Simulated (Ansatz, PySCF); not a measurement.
Gas-phase reaction in SMILES: C[Si](Cl)(Cl)Cl [trichloro(methyl)silane] + 4 [H][H] (H2) → C (CH4) + 3 Cl (HCl) + [SiH4] (SiH4)
Each molecule is optimised on its own at B3LYP-D3(BJ)/def2-TZVP (Ansatz, a quantum-chemistry and plane-wave program). Frequencies are from Ansatz or PySCF.

Property: energy of full hydrogenation (enthalpy at 298 K, with B3LYP-D3(BJ) rigid-rotor harmonic-oscillator terms), in kcal/mol. Cores are frozen in the correlated levels unless marked. No spin-orbit coupling. No relativistic terms. CBS marks a two-point X^-3 extrapolation of the correlation energy; Hartree-Fock from the larger set. [CCSD(T)-MP2]/basis is that difference in the basis named.

RI-MP2/CBS(aug-cc-pV(T+d)Z,aug-cc-pV(Q+d)Z)+[CCSD(T)-MP2]/aug-cc-pV(T+d)Z (Ansatz) gives 58.9 kcal/mol.

Question: Another calculation gave 54.3 kcal/mol. Which level was it?
A) HF/def2-TZVPD (PySCF)
B) TPSSh/def2-TZVPD (PySCF)
C) B97M-V/def2-TZVPD (Ansatz)
D) r2SCANh/def2-TZVPD (Ansatz)

Answer: B, TPSSh/def2-TZVPD (PySCF). The others give 57.4 (B97M-V), 60.7 (r2SCANh), 42.1 (HF) kcal/mol.
